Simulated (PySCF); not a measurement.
TiOF2, SMILES [O]=[Ti]([F])[F], multiplicity 1. Atoms are numbered in the order given.

```xyz
4

Ti     0.1267    -0.0324     0.0000
O     -0.1161    -1.6075     0.0000
F     -0.1033     0.7540     1.5782
F     -0.1033     0.7540    -1.5782
```

Coordinates come from a B3LYP-D3(BJ)/def2-SVP optimisation. The multiplicity is an assumed one; other spin states were not compared.

Method: M06-2X/def2-TZVPD run with PySCF.

Symmetry labels are those of the subgroup Cs that the program uses (full group Cs).

Computed valence orbital energies around the gap with their symmetry:
```json
[
 {"orbital": "HOMO−7", "symmetry": "A\"", "energy (eV)": "-15.11"},
 {"orbital": "HOMO−6", "symmetry": "A'", "energy (eV)": "-14.52"},
 {"orbital": "HOMO−5", "symmetry": "A\"", "energy (eV)": "-14.52"},
 {"orbital": "HOMO−4", "symmetry": "A'", "energy (eV)": "-14.26"},
 {"orbital": "HOMO−3", "symmetry": "A\"", "energy (eV)": "-14.00"},
 {"orbital": "HOMO−2", "symmetry": "A'", "energy (eV)": "-12.05"},
 {"orbital": "HOMO−1", "symmetry": "A'", "energy (eV)": "-11.93"},
 {"orbital": "HOMO", "symmetry": "A\"", "energy (eV)": "-11.56"},
 {"orbital": "LUMO", "symmetry": "A'", "energy (eV)": "-2.80"},
 {"orbital": "LUMO+1", "symmetry": "A\"", "energy (eV)": "-1.37"},
 {"orbital": "LUMO+2", "symmetry": "A'", "energy (eV)": "-0.87"},
 {"orbital": "LUMO+3", "symmetry": "A'", "energy (eV)": "0.04"}
]
```
